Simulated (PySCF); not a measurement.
# Correlation energy of Ne⁺ (neon, charge +1)

[He] 2s2 2p5, 2P determinant. Computed with PySCF 2.14 in ANO-RCC-VTZP (4s3p2d1f, 30 functions), with the spin-free X2C one-electron Hamiltonian (Gaussian nucleus). Frozen: 1s2; 7 electrons correlated.

| level | correlation energy (mhartree) |
| --- | --- |
| CCSD | -212.15 |
| (T) | -2.63 |
| CCSD(T) | -214.78 |
| CCSDT | -214.92 |

Diagnostics: T1 = 0.0044, D1 = 0.0068, largest double amplitude 0.028.

Cost of the coupled-cluster step: about 0.8 core-seconds, for 7 correlated electrons.

Iterations:

```
CC2 = 0
CCSD nocc = (np.int64(4), np.int64(3)), nmo = (29, 29)
frozen orbitals [[0], [0]]
max_cycle = 100
direct = 0
conv_tol = 1e-08
conv_tol_normt = 1e-06
diis_space = 8
diis_start_cycle = 0
Init t2, MP2 energy = -0.199864800917715
Init E_corr(UCCSD) = -0.199864800920185
cycle = 1  E_corr(UCCSD) = -0.209521268301354  dE = -0.00965646738  norm(t1,t2) = 0.0198795
cycle = 2  E_corr(UCCSD) = -0.21152873795572  dE = -0.00200746965  norm(t1,t2) = 0.0052523
cycle = 3  E_corr(UCCSD) = -0.212156852850887  dE = -0.000628114895  norm(t1,t2) = 0.00215568
cycle = 4  E_corr(UCCSD) = -0.212154695781777  dE = 2.15706911e-06  norm(t1,t2) = 0.000533038
cycle = 5  E_corr(UCCSD) = -0.212142479429477  dE = 1.22163523e-05  norm(t1,t2) = 0.000183138
cycle = 6  E_corr(UCCSD) = -0.212145835148386  dE = -3.35571891e-06  norm(t1,t2) = 2.19249e-05
cycle = 7  E_corr(UCCSD) = -0.212145575197984  dE = 2.59950402e-07  norm(t1,t2) = 3.6158e-06
cycle = 8  E_corr(UCCSD) = -0.21214552862359  dE = 4.65743943e-08  norm(t1,t2) = 5.71079e-07
cycle = 9  E_corr(UCCSD) = -0.212145545853547  dE = -1.72299572e-08  norm(t1,t2) = 1.31984e-07
cycle = 10  E_corr(UCCSD) = -0.212145545485465  dE = 3.68082093e-10  norm(t1,t2) = 1.99249e-08
UCCSD converged
E(UCCSD) = -128.1735248850239  E_corr = -0.2121455454854649
UCCSD(T) correction = -0.00262871881957068
```
